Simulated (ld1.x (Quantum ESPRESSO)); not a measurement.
An all-electron radial function and its pseudo partner (aluminium)

Columns: radius, all-electron u(r) and pseudo u(r) of the 3p shell (level -2.72 eV) of aluminium in the configuration [He] 2s2 2p6 3s2 3p1; PBE, non-relativistic, PAW scheme, ld1.x (Quantum ESPRESSO) 7.5.

```tsv
r (bohr)	all-electron	pseudo
0.053	0.0273	0.0122
0.105	0.0780	0.0463
0.158	0.1293	0.0983
0.210	0.1694	0.1589
0.262	0.1967	0.2205
0.315	0.2114	0.2756
0.368	0.2141	0.3154
0.420	0.2071	0.3348
0.473	0.1920	0.3326
0.525	0.1711	0.3100
0.578	0.1453	0.2697
0.630	0.1167	0.2185
0.683	0.0852	0.1604
0.735	0.0529	0.1029
0.788	0.0192	0.0479
0.840	-0.0141	-0.0002
0.893	-0.0479	-0.0428
0.945	-0.0806	-0.0794
0.998	-0.1132	-0.1131
1.050	-0.1443	-0.1443
1.102	-0.1743	-0.1743
1.155	-0.2038	-0.2038
1.208	-0.2320	-0.2320
1.260	-0.2584	-0.2584
1.313	-0.2841	-0.2841
1.365	-0.3080	-0.3080
```

How many radial nodes do the two functions have?

The all-electron 3p function has n − l − 1 = 1; the pseudo-wave has 1, since 1 lower shell of the same l stays in the valence.

At about which radius was the pseudo-wave matched?

1.05 bohr, where the columns begin to agree (steps of 0.05 bohr).

Is the pseudo-wave norm-conserving?

No, it belongs to a PAW set: the norm inside the radius is not constrained, and the difference is carried by the augmentation charge.
